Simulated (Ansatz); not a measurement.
Harmonic vibrations of CH$_{5}$GeNO$_{2}$, SMILES `NC(=O)[O][GeH3]` by finite differences.

```yaml
crystal:
  periodic: [false, false, false]
  atoms:
    - {symbol: N, position_ang: [-0.629640, 1.167764, -1.614927]}
    - {symbol: C, position_ang: [-0.514956, 0.258745, -0.623589]}
    - {symbol: O, position_ang: [-1.352678, -0.580598, -0.357789]}
    - {symbol: O, position_ang: [0.632314, 0.373094, 0.046465]}
    - {symbol: Ge, position_ang: [0.765683, -0.872288, 1.378454]}
    - {symbol: H, position_ang: [-1.466328, 1.173239, -2.165890]}
    - {symbol: H, position_ang: [0.089544, 1.847127, -1.772812]}
    - {symbol: H, position_ang: [0.766240, -2.272583, 0.765358]}
    - {symbol: H, position_ang: [-0.348983, -0.644340, 2.399409]}
    - {symbol: H, position_ang: [2.141904, -0.501358, 1.948322]}
basis:
  gaussian: {orbitals: def2-TZVP}
hamiltonian: {xc: pbe0, dispersion: d4}
phonons: {temperatures: {t_min: 298.15, t_max: 900, t_step: 200}}
```

```sh
$ ansatz run in.yaml --threads 4 --pin off --events-out ev --progress --plain
```

Output, abridged:

```
Functional definition: PBE0
mean field -63210.35490434 eV, -2322.9376972173 hartree, gradient 1.3e-5 eV, S^2 0.000000; 0 other end points of the search recorded, 0 dependent functions left out
mean field -63210.35467214 eV, -2322.9376886840 hartree, gradient 2.2e-6 eV, S^2 0.000000; 0 other end points of the search recorded, 0 dependent functions left out
mean field -63210.35468383 eV, -2322.9376891136 hartree, gradient 2.2e-6 eV, S^2 0.000000; 0 other end points of the search recorded, 0 dependent functions left out
mean field -63210.35476196 eV, -2322.9376919847 hartree, gradient 2.2e-6 eV, S^2 0.000000; 0 other end points of the search recorded, 0 dependent functions left out
mean field -63210.35473612 eV, -2322.9376910350 hartree, gradient 2.2e-6 eV, S^2 0.000000; 0 other end points of the search recorded, 0 dependent functions left out
mean field -63210.35473897 eV, -2322.9376911400 hartree, gradient 2.2e-6 eV, S^2 0.000000; 0 other end points of the search recorded, 0 dependent functions left out
mean field -63210.35477880 eV, -2322.9376926035 hartree, gradient 2.2e-6 eV, S^2 0.000000; 0 other end points of the search recorded, 0 dependent functions left out
mean field -63210.35468346 eV, -2322.9376890998 hartree, gradient 2.2e-6 eV, S^2 0.000000; 0 other end points of the search recorded, 0 dependent functions left out
mean field -63210.35469961 eV, -2322.9376896936 hartree, gradient 2.2e-6 eV, S^2 0.000000; 0 other end points of the search recorded, 0 dependent functions left out
mean field -63210.35469746 eV, -2322.9376896145 hartree, gradient 2.2e-6 eV, S^2 0.000000; 0 other end points of the search recorded, 0 dependent functions left out
mean field -63210.35469620 eV, -2322.9376895681 hartree, gradient 2.2e-6 eV, S^2 0.000000; 0 other end points of the search recorded, 0 dependent functions left out
mean field -63210.35473171 eV, -2322.9376908729 hartree, gradient 2.2e-6 eV, S^2 0.000000; 0 other end points of the search recorded, 0 dependent functions left out
mean field -63210.35474438 eV, -2322.9376913387 hartree, gradient 2.2e-6 eV, S^2 0.000000; 0 other end points of the search recorded, 0 dependent functions left out
mean field -63210.35475758 eV, -2322.9376918239 hartree, gradient 2.2e-6 eV, S^2 0.000000; 0 other end points of the search recorded, 0 dependent functions left out
mean field -63210.35478603 eV, -2322.9376928691 hartree, gradient 2.2e-6 eV, S^2 0.000000; 0 other end points of the search recorded, 0 dependent functions left out
mean field -63210.35477630 eV, -2322.9376925115 hartree, gradient 2.2e-6 eV, S^2 0.000000; 0 other end points of the search recorded, 0 dependent functions left out
mean field -63210.35478327 eV, -2322.9376927677 hartree, gradient 2.2e-6 eV, S^2 0.000000; 0 other end points of the search recorded, 0 dependent functions left out
mean field -63210.35486416 eV, -2322.9376957406 hartree, gradient 2.2e-6 eV, S^2 0.000000; 0 other end points of the search recorded, 0 dependent functions left out
mean field -63210.35487583 eV, -2322.9376961692 hartree, gradient 2.2e-6 eV, S^2 0.000000; 0 other end points of the search recorded, 0 dependent functions left out
mean field -63210.35480276 eV, -2322.9376934840 hartree, gradient 2.2e-6 eV, S^2 0.000000; 0 other end points of the search recorded, 0 dependent functions left out
mean field -63210.35478997 eV, -2322.9376930140 hartree, gradient 2.2e-6 eV, S^2 0.000000; 0 other end points of the search recorded, 0 dependent functions left out
mean field -63210.35485522 eV, -2322.9376954120 hartree, gradient 2.2e-6 eV, S^2 0.000000; 0 other end points of the search recorded, 0 dependent functions left out
mean field -63210.35484100 eV, -2322.9376948894 hartree, gradient 2.2e-6 eV, S^2 0.000000; 0 other end points of the search recorded, 0 dependent functions left out
mean field -63210.35482101 eV, -2322.9376941547 hartree, gradient 2.2e-6 eV, S^2 0.000000; 0 other end points of the search recorded, 0 dependent functions left out
mean field -63210.35482612 eV, -2322.9376943427 hartree, gradient 2.2e-6 eV, S^2 0.000000; 0 other end points of the search recorded, 0 dependent functions left out
mean field -63210.35483242 eV, -2322.9376945741 hartree, gradient 2.2e-6 eV, S^2 0.000000; 0 other end points of the search recorded, 0 dependent functions left out
mean field -63210.35479881 eV, -2322.9376933389 hartree, gradient 2.2e-6 eV, S^2 0.000000; 0 other end points of the search recorded, 0 dependent functions left out
mean field -63210.35479228 eV, -2322.9376930988 hartree, gradient 2.2e-6 eV, S^2 0.000000; 0 other end points of the search recorded, 0 dependent functions left out
mean field -63210.35483182 eV, -2322.9376945519 hartree, gradient 2.2e-6 eV, S^2 0.000000; 0 other end points of the search recorded, 0 dependent functions left out
mean field -63210.35484528 eV, -2322.9376950465 hartree, gradient 2.2e-6 eV, S^2 0.000000; 0 other end points of the search recorded, 0 dependent functions left out
mean field -63210.35478247 eV, -2322.9376927386 hartree, gradient 2.2e-6 eV, S^2 0.000000; 0 other end points of the search recorded, 0 dependent functions left out
mean field -63210.35478864 eV, -2322.9376929653 hartree, gradient 2.2e-6 eV, S^2 0.000000; 0 other end points of the search recorded, 0 dependent functions left out
mean field -63210.35480627 eV, -2322.9376936132 hartree, gradient 2.2e-6 eV, S^2 0.000000; 0 other end points of the search recorded, 0 dependent functions left out
mean field -63210.35489637 eV, -2322.9376969244 hartree, gradient 2.2e-6 eV, S^2 0.000000; 0 other end points of the search recorded, 0 dependent functions left out
mean field -63210.35488835 eV, -2322.9376966296 hartree, gradient 2.2e-6 eV, S^2 0.000000; 0 other end points of the search recorded, 0 dependent functions left out
mean field -63210.35484380 eV, -2322.9376949924 hartree, gradient 2.2e-6 eV, S^2 0.000000; 0 other end points of the search recorded, 0 dependent functions left out
mean field -63210.35486102 eV, -2322.9376956251 hartree, gradient 2.2e-6 eV, S^2 0.000000; 0 other end points of the search recorded, 0 dependent functions left out
mean field -63210.35482576 eV, -2322.9376943295 hartree, gradient 2.2e-6 eV, S^2 0.000000; 0 other end points of the search recorded, 0 dependent functions left out
mean field -63210.35481744 eV, -2322.9376940234 hartree, gradient 2.2e-6 eV, S^2 0.000000; 0 other end points of the search recorded, 0 dependent functions left out
mean field -63210.35484148 eV, -2322.9376949072 hartree, gradient 2.2e-6 eV, S^2 0.000000; 0 other end points of the search recorded, 0 dependent functions left out
mean field -63210.35482247 eV, -2322.9376942085 hartree, gradient 2.2e-6 eV, S^2 0.000000; 0 other end points of the search recorded, 0 dependent functions left out
mean field -63210.35488415 eV, -2322.9376964752 hartree, gradient 2.2e-6 eV, S^2 0.000000; 0 other end points of the search recorded, 0 dependent functions left out
mean field -63210.35489496 eV, -2322.9376968725 hartree, gradient 2.2e-6 eV, S^2 0.000000; 0 other end points of the search recorded, 0 dependent functions left out
mean field -63210.35490237 eV, -2322.9376971448 hartree, gradient 2.2e-6 eV, S^2 0.000000; 0 other end points of the search recorded, 0 dependent functions left out
mean field -63210.35489511 eV, -2322.9376968780 hartree, gradient 2.2e-6 eV, S^2 0.000000; 0 other end points of the search recorded, 0 dependent functions left out
mean field -63210.35484900 eV, -2322.9376951835 hartree, gradient 2.2e-6 eV, S^2 0.000000; 0 other end points of the search recorded, 0 dependent functions left out
mean field -63210.35486543 eV, -2322.9376957872 hartree, gradient 2.2e-6 eV, S^2 0.000000; 0 other end points of the search recorded, 0 dependent functions left out
mean field -63210.35489326 eV, -2322.9376968099 hartree, gradient 2.2e-6 eV, S^2 0.000000; 0 other end points of the search recorded, 0 dependent functions left out
mean field -63210.35488751 eV, -2322.9376965986 hartree, gradient 2.2e-6 eV, S^2 0.000000; 0 other end points of the search recorded, 0 dependent functions left out
mean field -63210.35487097 eV, -2322.9376959906 hartree, gradient 2.2e-6 eV, S^2 0.000000; 0 other end points of the search recorded, 0 dependent functions left out
mean field -63210.35487248 eV, -2322.9376960463 hartree, gradient 2.2e-6 eV, S^2 0.000000; 0 other end points of the search recorded, 0 dependent functions left out
mean field -63210.35489575 eV, -2322.9376969016 hartree, gradient 2.2e-6 eV, S^2 0.000000; 0 other end points of the search recorded, 0 dependent functions left out
mean field -63210.35489949 eV, -2322.9376970389 hartree, gradient 2.2e-6 eV, S^2 0.000000; 0 other end points of the search recorded, 0 dependent functions left out
mean field -63210.35488609 eV, -2322.9376965464 hartree, gradient 2.2e-6 eV, S^2 0.000000; 0 other end points of the search recorded, 0 dependent functions left out
mean field -63210.35486790 eV, -2322.9376958779 hartree, gradient 2.2e-6 eV, S^2 0.000000; 0 other end points of the search recorded, 0 dependent functions left out
mean field -63210.35486621 eV, -2322.9376958159 hartree, gradient 2.2e-6 eV, S^2 0.000000; 0 other end points of the search recorded, 0 dependent functions left out
mean field -63210.35485282 eV, -2322.9376953236 hartree, gradient 2.2e-6 eV, S^2 0.000000; 0 other end points of the search recorded, 0 dependent functions left out
mean field -63210.35489463 eV, -2322.9376968601 hartree, gradient 2.2e-6 eV, S^2 0.000000; 0 other end points of the search recorded, 0 dependent functions left out
mean field -63210.35489636 eV, -2322.9376969239 hartree, gradient 2.2e-6 eV, S^2 0.000000; 0 other end points of the search recorded, 0 dependent functions left out
mean field -63210.35489706 eV, -2322.9376969494 hartree, gradient 2.2e-6 eV, S^2 0.000000; 0 other end points of the search recorded, 0 dependent functions left out
mean field -63210.35488653 eV, -2322.9376965627 hartree, gradient 2.2e-6 eV, S^2 0.000000; 0 other end points of the search recorded, 0 dependent functions left out
WARN: phonons: modes at or below zero, which the zero-point energy, F, S and C_V leave out: 1, the lowest at -57.18 cm⁻¹. A minimum has none, and a first-order saddle one
Total energy: -63210.51916729 eV, -2322.9437337693 hartree
Atom 0 at    -0.629640     1.167764    -1.614927 Å, force     0.000623    -0.000269    -0.000142 eV/Å
Atom 1 at    -0.514956     0.258745    -0.623589 Å, force    -0.001717    -0.001107    -0.000348 eV/Å
Atom 2 at    -1.352678    -0.580598    -0.357789 Å, force     0.000764     0.000627     0.000118 eV/Å
Atom 3 at     0.632314     0.373094     0.046465 Å, force     0.000360    -0.000354     0.000796 eV/Å
Atom 4 at     0.765683    -0.872288     1.378454 Å, force    -0.000228     0.000983    -0.001155 eV/Å
Atom 5 at    -1.466328     1.173239    -2.165890 Å, force    -0.000226     0.000399    -0.000191 eV/Å
Atom 6 at     0.089544     1.847127    -1.772812 Å, force     0.000022     0.000099     0.000283 eV/Å
Atom 7 at     0.766240    -2.272583     0.765358 Å, force     0.000145    -0.000202     0.000141 eV/Å
Atom 8 at    -0.348983    -0.644340     2.399409 Å, force     0.000023    -0.000069     0.000258 eV/Å
Atom 9 at     2.141904    -0.501358     1.948322 Å, force     0.000234    -0.000106     0.000241 eV/Å
Dipole moment:     0.245369     0.340370    -0.155345 e Å
Vibrations: -57.18 114.82 140.62 195.41 376.41 559.29 570.67 620.12 637.21 770.87 808.76 844.14 863.02 878.81 1035.64 1108.45 1420.84 1613.09 1789.36 2179.11 2198.36 2207.71 3653.39 3789.78 cm⁻¹, zero-point energy 1.759080 eV
```

It took 2.5 min on 4 threads of a server CPU on a shared host, with 0.58 GiB of host memory at the peak.
